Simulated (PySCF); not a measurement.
Results of a calculation; reference values are marked as such.
Si3H6OF

Si3H6OF is a small molecule (built as: Si site whose three back bonds go to SiH3, SiH3, F; end group O), neutral, doublet. The structure, one conformer, was relaxed in the gas phase by PBE0-D3(BJ)/def2-SVP. No frequency run checks that it is a minimum.

SMILES: [O][Si](F)([SiH3])[SiH3]

```xyz
11

Si   -0.058    0.950    0.078
Si   -1.909   -0.430   -0.420
Si    1.934   -0.301    0.386
F    -0.397    1.779    1.438
O     0.319    1.792   -1.241
H    -3.065    0.422   -0.819
H    -1.507   -1.335   -1.535
H    -2.248   -1.228    0.796
H     2.061   -1.209   -0.790
H     1.809   -1.098    1.643
H     3.092    0.632    0.472
```
Atoms count from 1 in this order.

EPR values by unrestricted B3LYP, IGLO-III on F O Si, pcH-1 on H.

(1) Predict g and the largest hyperfine couplings. Where does the spin sit?

(2) How do the isotropic couplings move with BHandHLYP?

Answers

(1) g = 2.0027, 2.0111, 2.0168. The spin sits on O5 (66 %, bonded to 1 Si) by Mulliken populations.
```tsv
atom	isotope	isotropic (MHz)	dipolar, principal values (MHz)
O5	17O	-32.1	-186.5, 91.1, 95.4
Si3	29Si	-116.4	-45.5, 22.1, 23.4
Si2	29Si	-96.3	-37.2, 18.3, 18.9
Si1	29Si	87.1	-8.1, 2.1, 6.1
H10	1H	41.9	-3.0, -0.1, 3.1
F4	19F	-20.3	-22.2, -17.4, 39.6
```

(2) O5 -32.1 to -56.9 MHz, Si3 -116.4 to -104.5 MHz, Si2 -96.3 to -85.1 MHz, Si1 87.1 to 105.5 MHz.

The 2 runs behind this took 2.1 min in all, one thread each of Arm Neoverse V1 on a shared host, launched as `OMP_NUM_THREADS=1 python cluster_run.py task.json out`.
